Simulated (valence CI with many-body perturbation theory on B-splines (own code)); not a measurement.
**S¹¹⁺: key properties**

Method: relativistic CI+MBPT: three valence electrons over a frozen Dirac-Fock core [He], a basis of 9 s, 9 p, 8 d, 6 f, 3 g, 1 h functions for each j, with the one-electron correlation potential Σ1 (screened to all orders), the two-electron term Σ2, the three-electron term Σ3, Breit, model QED; selected single and double excitations, second order for the rest, scaled by the run's own slope (own B-spline code, finite nucleus).

No measured levels were compared; by estimate levels of excited configurations hold to 0.05 to 0.15 % of their energy, terms of the ground configuration to about 0.5 %.

Rates and lifetimes use the calculated energies. Strong lines usually hold to 10 to 20 %, long lifetimes can be off by a factor of two.

What is the ground level?

2s2 2p 2P°_1/2, composition 97 % 2s2 2p 2P° + 3 % 2p3 2P°, g = 0.664.

Where does the other parity begin?

At 2s 2p2 4P_1/2, 193760 cm⁻¹.

Name the longest-lived excited levels whose lifetime is computed, and their main decay.

2s2 2p 2P°_3/2 at 13134 cm⁻¹ lives 48.9 ms, mostly by M1 to 2s2 2p 2P°_1/2; 2s 2p2 4P_3/2 at 198550 cm⁻¹ lives 4.45 μs, mostly by E1 to 2s2 2p 2P°_3/2; 2s 2p2 4P_5/2 at 205260 cm⁻¹ lives 1.23 μs, mostly by E1 to 2s2 2p 2P°_3/2.

How is the term 2P° of the ground level split?

J = 1/2 at 0, J = 3/2 at 13134 cm⁻¹.

What are the static dipole polarisabilities of the lowest levels?

2s2 2p 2P°_1/2 0.0756; 2s2 2p 2P°_3/2 0.0758 (tensor 0.0062) bohr³, of which the core gives 0.000148.

What is the ionisation energy?

564.37 eV; NIST lists 564.41 eV (semi-empirical).

Among levels below 2976500 cm⁻¹, which E1 lines absorb most strongly from the ground level?

to 2s2 3d 2D_3/2 at 3.640 nm, f = 0.638; to 2s 2p 3p 2D_3/2 at 3.453 nm, f = 0.233; to 2s 2p2 2S_1/2 at 22.73 nm, f = 0.0657.
